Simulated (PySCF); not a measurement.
Mapped SMILES: `[CH:1]#[C:2][P@@:3]1(=[O:4])[CH:5]=[C:6]1[O:7][CH3:8]` (H(Xn): hydrogen on atom n).

- structure optimised with GFN2-xTB
- NMR shieldings at PBE0/pcSseg-1/GIAO
- code: PySCF 2.14
- rapidly exchanging positions averaged, no solvent, non-relativistic, one conformer

Problem. Predict the 2D correlation tables (HSQC, COSY, HMBC).

Solution. 

HSQC (one-bond C–H):
```csv
δH,δC
6.66 (H(C5)),122.7 (C5)
4.24 (H(C8)),64.9 (C8)
2.51 (H(C1)),95.3 (C1)
```

HMBC (two and three bonds, from the bond graph):
```csv
δH,δC
6.66 (H(C5)),"184.7 (C6), 82.2 (C2)"
4.24 (H(C8)),184.7 (C6)
2.51 (H(C1)),82.2 (C2)
```

No COSY cross peaks are expected.

Shifts are taken against calculated references (same method and geometry level): ¹H and ¹³C against TMS.

Shifts are as computed. Against solution values, carbons near 30 ppm lie about +3 ppm off and those near 130 ppm about +5 ppm. Of 1211 compounds with measured shifts, 218 miss one by over three times the rms of a fit or turn the order of signals round; such compounds aren't used in these exercises.
